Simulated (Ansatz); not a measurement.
Energy difference 2 R1 → P1 + P2, each structure at its B3LYP-D3(BJ)/def2-TZVP stationary point, reached from a drawn start (curvature not checked).
P1, BF3 (SMILES FB(F)F) (charge 0, multiplicity 1):
```json
[
 {"atom": "B", "x (Å)": "0.0000", "y (Å)": "0.0000", "z (Å)": "0.0000"},
 {"atom": "F", "x (Å)": "1.3156", "y (Å)": "0.0000", "z (Å)": "0.0000"},
 {"atom": "F", "x (Å)": "-0.6578", "y (Å)": "1.1394", "z (Å)": "0.0000"},
 {"atom": "F", "x (Å)": "-0.6578", "y (Å)": "-1.1394", "z (Å)": "0.0000"}
]
```
R1, BF2 (SMILES F[B]F) (charge 0, multiplicity 2):
| atom | x (Å) | y (Å) | z (Å) |
|---|---|---|---|
| B | -0.2108 | -0.3726 | 0.0000 |
| F | 1.0994 | -0.3762 | 0.0000 |
| F | -0.8887 | 0.7487 | 0.0000 |
P2: BF (SMILES [B]F), charge 0, multiplicity 1.

P less R. No zero-point or thermal terms; singlets are restricted closed shells; open shells are unrestricted.

Codes used: Ansatz (Gaussian orbitals). All values are computed, each at the level named.

### Question
One of these levels gives -2.278 eV for the reaction energy. Name it.
A) revPBE/def2-TZVPP
B) B97M-V/def2-TZVPP
C) B3LYP/def2-TZVPP

### Answer
C, B3LYP/def2-TZVPP. The others give -2.038 (revPBE/def2-TZVPP), -2.561 (B97M-V/def2-TZVPP)

Ansatz is an electronic-structure program.
